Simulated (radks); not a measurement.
Values are calculated unless marked as measured or tabulated.
Question: These are the eigenvalues of the occupied orbitals of an atom or ion with whole-number occupations (eV). Level of theory: scalar-relativistic Kohn-Sham, r2SCAN, spin-polarised, spherical densities, finite nucleus; meta-GGA in the generalised Kohn-Sham scheme; Fermi nuclear charge, rms radius of each element as measured or else 0.836 A^(1/3) + 0.57 fm (a radial shooting solver on a logarithmic mesh with Libxc functionals).

orbital  eigenvalue
1s down   -78544.95
1s up     -78544.94
2s up     -13864.78
2s down   -13864.49
2p up     -12021.39
2p down   -12021.16
3s up     -3302.690
3s down   -3302.646
3p up     -2763.433
3p down   -2763.366
3d up     -2177.055
3d down   -2176.873
4s up     -752.1913
4s down   -751.9445
4p up     -574.5196
4p down   -574.3035
4d up     -357.4363
4d down   -357.1741
4f up     -116.4762
4f down   -116.0977
5p up      -98.6662
5p down    -96.6622
5d up      -42.5888
5d down    -40.5199
6d up      -11.0756

Which element is it, and in what charge state? The configuration may be excited. Open shells, if any, are filled with parallel spins first.

Answer: Z = 78, platinum, charge +2: Pt2+ in [Kr] 4d10 4f14 5p6 5d8 6d2. The list shows which subshells hold electrons but not how many an open one holds; the 1s level, -2886.5 hartree, gives Z - s = 76.0 by -(Z - s)^2/2, which with screening and relativity narrows Z to a few neighbours, and the depths of the outer levels then fix element, charge and occupations together.
